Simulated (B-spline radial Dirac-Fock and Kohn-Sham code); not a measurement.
**EELS cross sections of the Ir M3 edge**

System: the Ir atom, [Xe] 4f14 5d7 6s2. Method: the first Born approximation with generalised oscillator strengths from a Dirac-Hartree-Slater potential (longitudinal and transverse terms; continuum final states only, so no white lines or fine structure). Computed with an atomic code on a B-spline grid. The edge is taken at 2551.0 eV (tabulated value).

Partial cross sections σ(β, Δ) in barn, integrated over a window Δ above the edge and up to the collection semi-angle β, for parallel illumination:

| E₀ (kV) | β (mrad) | Δ = 25 eV | Δ = 50 eV | Δ = 100 eV | Δ = 200 eV | Δ = 300 eV |
| --- | --- | --- | --- | --- | --- | --- |
| 60 | 5 | ? | ? | ? | ? | ? |
| 60 | 10 | 2.11 | 4.47 | 8.90 | 16.8 | 23.4 |
| 60 | 20 | 6.87 | 14.6 | 29.3 | 55.5 | 77.9 |
| 60 | 50 | 20.7 | 45.0 | 92.3 | 178 | 253 |
| 80 | 5 | 0.766 | 1.61 | 3.19 | 5.99 | 8.36 |
| 80 | 10 | 2.77 | 5.84 | 11.6 | 21.9 | 30.6 |
| 100 | 5 | 0.969 | 2.03 | 4.03 | 7.55 | 10.5 |
| 120 | 10 | 3.91 | 8.22 | 16.3 | 30.8 | 43.3 |
| 200 | 20 | 11.2 | 23.8 | 48.1 | 92.4 | 131 |
| 200 | 50 | 18.6 | 41.3 | 86.4 | 170 | 244 |
| 200 | 100 | 22.0 | 50.4 | 109 | 218 | 316 |
| 300 | 10 | 7.16 | 15.1 | 30.2 | 57.6 | 81.7 |
| 300 | 20 | 12.1 | 25.8 | 52.4 | 101 | 144 |
| 300 | 100 | 19.4 | 44.6 | 96.2 | 193 | 281 |

Question: Give the row for 60 kV and 5 mrad.

Answer: 0.563 b for 25 eV, 1.19 b for 50 eV, 2.36 b for 100 eV, 4.43 b for 200 eV, 6.19 b for 300 eV.
